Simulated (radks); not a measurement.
Values are calculated unless marked as measured or tabulated.
The calcium ion Ca7+, 13 electrons, occupied as [Ne] 3s1 3p2 (not the ground configuration).

Level of theory: scalar-relativistic Kohn-Sham, PBEsol, spin-polarised, spherical densities, finite nucleus; open shells are filled with parallel spins first; Fermi nuclear charge, rms radius 3.4776 fm (a radial shooting solver on a logarithmic mesh with Libxc functionals).

Energy parts (eV):
part                      energy
total                 -18018.622
kinetic                18147.137
electron-nucleus      -41069.493
Hartree                 5762.351
exchange-correlation    -858.616

Orbitals (lengths in bohr, moments of r in powers of bohr):
orbital	occ.	eigenvalue (eV)	<1/r>	<r^2>
1s up	1	-4086.305	19.73	0.007952
1s down	1	-4084.941	19.73	0.007950
2s up	1	-548.1094	4.067	0.1555
2s down	1	-546.6286	4.071	0.1548
2p up	3	-469.9104	3.975	0.1306
2p down	3	-468.1694	3.978	0.1299
3s up	1	-160.5376	1.390	1.176
3s down	0	-150.6917	1.403	1.169
3p up	2	-139.3300	1.312	1.253

The highest occupied level is 3p up at -139.33 eV. The configuration is held as typed, so some empty levels lie below it. Spin moment in Bohr magnetons: 3.
